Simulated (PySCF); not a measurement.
Species: [Al(NH2)4]- (charge -1).
Bonds: Al1–N2, Al1–N5, Al1–N8, Al1–N11. Hydrogens: H3, H4 on N2; H6, H7 on N5; H9, H10 on N8; H12, H13 on N11.

Computed, not measured: PBE0-D3(BJ)/def2-SVP geometry optimisation, gas phase in PySCF 2.14.0.

Q: How far are the bound atoms from Al1?

A: 4 atoms: N8 1.876 Å, N2 1.877 Å, N11 1.877 Å, N5 1.878 Å. The nearest atom not counted as bound is H10, at 2.46 Å (others tie with it).

Q: List the angles at Al1.

A: 
```csv
angle,degrees,distance of the outer atoms (Å)
N2–Al1–N5,112.1,3.12
N2–Al1–N8,111.8,3.11
N5–Al1–N11,111.8,3.11
N8–Al1–N11,111.7,3.11
N5–Al1–N8,104.9,2.98
N2–Al1–N11,104.7,2.97
```

Q: What is the shape at Al1?

A: Distorted tetrahedral: angles from 104.7° to 112.1°; τ4 = (360° − α − β)/141° = 0.96 with α and β the two widest (0 for a square, 1 for a tetrahedron). Differences among atoms that S4 makes equivalent are scatter left by the optimiser.

Q: What are the other bond lengths?

A: N2–H3 and 7 like bonds 1.021 Å.

Q: What are the rotational constants (commonest isotopes, rigid rotor)?

A: A = 3187, B = 3026, C = 3021 MHz: a prolate symmetric top.

Point group: S4 (tolerance 0.08 Å). Charge -1, singlet. The geometry's basis has no diffuse functions, a weakness for an anion. Not checked by PBE0-D3(BJ)/def2-SVP frequencies.
